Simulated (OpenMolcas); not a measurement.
**What dynamic correlation does to the levels of Cu3+**

```
Program             : OpenMolcas 26.06
Basis               : ANO-RCC-VQZP [7s6p4d3f2g1h]
Scalar Hamiltonian  : DKH2, point nucleus
Active space        : 8 electrons in 10 orbitals (3d 4d)
State averaging     : 2S+1 = 3 even, 10 roots; 2S+1 = 1 even, 15 roots
Spin-orbit coupling : state interaction with AMFI integrals over the reference wave functions, term energies averaged over their components
```

Methods on the same reference wave functions:
A. CASSCF
B. SS-CASPT2, IPEA 0.25 Eh, imaginary shift 0.1 Eh (closed shells correlated: 3s 3p)

Energies in cm-1 above 3d8 3F4, the measured ground level; measured values from Sugar and Musgrove, J. Phys. Chem. Ref. Data 19, 527 (1990).

| Level | A | B | Measured |
| --- | --- | --- | --- |
| 3d8 3F4 | 0.0 | 0.0 | 0.0 |
| 3d8 3F3 | 1830 | 1832 | 1861 |
| 3d8 3F2 | 3060 | 3030 | 3078 |
| 3d8 1D2 | 19261 | 15850 | 16248 |
| 3d8 3P2 | 23009 | 19730 | 19697 |
| 3d8 3P1 | 23375 | 20120 | 20097 |
| 3d8 3P0 | 23721 | 20450 | 20423 |
| 3d8 1G4 | 29681 | 27100 | 26913 |
| 3d8 1S0 | 70639 | 61500 | 61456 |

Deviations, from unrounded energies. A percentage is the sum of absolute deviations over the sum of measured energies, with the sign that they share, or ± where signs differ.

```csv
Against measurement,Levels,A,B
mean absolute deviation (cm-1),8,3100,98
fine structure of the ground term (%),2,-1.0,-1.5
other terms of the ground configuration (%),6,+15.1,±0.4
```

B lies closest to measurement on these levels. The largest miss of B in the table is 3d8 1D2, by -400 cm-1. The ranking rests on the paired levels alone, and a cruder setting can come out closer through cancelling errors.

From A to B the spin-free energies of the other terms of 3d8 shown, above 3F, scale by factors of 0.81 to 0.91, as is usual when dynamic correlation screens the repulsion within a d or f shell.

The lowest spin-free term lies below A's lowest term by 0.559 hartree in B.

CASPT2 breaks the degeneracy within a term, and the mean is taken; among the terms shown or strongly mixed into the levels shown the widest spread is 630 cm-1 (3d8 1G, B). Active for correlation alone: 4d; no level in the range computed is led by a configuration that fills it, so any true level of that kind is missing. Without dynamic correlation excited terms often stand tens of per cent too high (terms of higher spin than the ground term too low), and those without a measured partner can miss by more than the paired ones (holds for A). Computed and measured levels are paired by configuration, term and J; levels that our copy of the source lacks, or whose pairing is in doubt (as where it misses far off the trend of its configuration), stay unpaired and out of the deviations. Levels of configurations outside the active space are missing.
